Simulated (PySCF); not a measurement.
**Electron correlation in Hg (mercury, neutral)**

[Xe] 4f14 5d9 6s2 6p1, one real determinant (an excited configuration). Calculation: PySCF 2.14, in x2c-TZVPPall; the spin-free X2C one-electron Hamiltonian (Gaussian nucleus). Frozen: [Kr] 4d10 4f14; 20 electrons correlated.

```csv
level,correlation energy (mhartree)
CCSD,-568.27
(T),-16.90
CCSD(T),-585.17
```

Diagnostics: T1 = 0.012, D1 = 0.0489, largest double amplitude 0.051.

The real determinant used has ⟨L²⟩ near 8 against 12 for a pure F term, so it mixes terms. Spin-orbit coupling, absent here, splits the open shell strongly.

Cost of the coupled-cluster step: of the order of 90 core-seconds, for 20 correlated electrons.

Iterations:

```
CC2 = 0
CCSD nocc = (np.int64(11), np.int64(9)), nmo = (67, 67)
frozen orbitals [[0, 1, 2, 3, 4, 5, 6, 7, 8, 9, 10, 11, 12, 13, 14, 15, 16, 17, 18, 19, 20, 21, 22, 24, 25, 26, 27, 28, 29, 30], [0, 1, 2, 3, 4, 5, 6, 7, 8, 9, 10, 11, 12, 13, 14, 15, 16, 17, 18, 19, 20, 21, 22, 24, 25, 26, 27, 28, 29, 30]]
max_cycle = 100
direct = 0
conv_tol = 1e-08
conv_tol_normt = 1e-06
diis_space = 8
diis_start_cycle = 0
Init t2, MP2 energy = -0.594951361755838
Init E_corr(UCCSD) = -0.594951361793925
cycle = 1  E_corr(UCCSD) = -0.553462968599926  dE = 0.0414883932  norm(t1,t2) = 0.0816187
cycle = 2  E_corr(UCCSD) = -0.568823190455416  dE = -0.0153602219  norm(t1,t2) = 0.0337084
cycle = 3  E_corr(UCCSD) = -0.569001945671035  dE = -0.000178755216  norm(t1,t2) = 0.0433218
cycle = 4  E_corr(UCCSD) = -0.566502077295878  dE = 0.00249986838  norm(t1,t2) = 0.0402006
cycle = 5  E_corr(UCCSD) = -0.568115143475856  dE = -0.00161306618  norm(t1,t2) = 0.0106046
cycle = 6  E_corr(UCCSD) = -0.568339793724166  dE = -0.000224650248  norm(t1,t2) = 0.00345647
cycle = 7  E_corr(UCCSD) = -0.568184930257457  dE = 0.000154863467  norm(t1,t2) = 0.00230897
cycle = 8  E_corr(UCCSD) = -0.568266771867599  dE = -8.18416101e-05  norm(t1,t2) = 0.00108993
cycle = 9  E_corr(UCCSD) = -0.568295328333893  dE = -2.85564663e-05  norm(t1,t2) = 0.000601898
cycle = 10  E_corr(UCCSD) = -0.568262124886938  dE = 3.3203447e-05  norm(t1,t2) = 0.000323647
cycle = 11  E_corr(UCCSD) = -0.568273040359756  dE = -1.09154728e-05  norm(t1,t2) = 0.000121168
cycle = 12  E_corr(UCCSD) = -0.568270533889453  dE = 2.5064703e-06  norm(t1,t2) = 2.93283e-05
cycle = 13  E_corr(UCCSD) = -0.568271677302608  dE = -1.14341315e-06  norm(t1,t2) = 8.98754e-06
cycle = 14  E_corr(UCCSD) = -0.568271357406379  dE = 3.19896229e-07  norm(t1,t2) = 2.63271e-06
cycle = 15  E_corr(UCCSD) = -0.568271321806664  dE = 3.55997151e-08  norm(t1,t2) = 1.02063e-06
cycle = 16  E_corr(UCCSD) = -0.568271326390391  dE = -4.5837274e-09  norm(t1,t2) = 2.94001e-07
UCCSD converged
E(UCCSD) = -19620.15207761743  E_corr = -0.5682713263903912
UCCSD(T) correction = -0.0168958758660088
```

The basis was made for the ground configuration and has no added diffuse functions, which can raise the energy of the promoted electron.

The reference is one real determinant that mixes LS terms of this configuration.

This basis was not built for core-valence correlation, so the inner-shell part is incomplete.
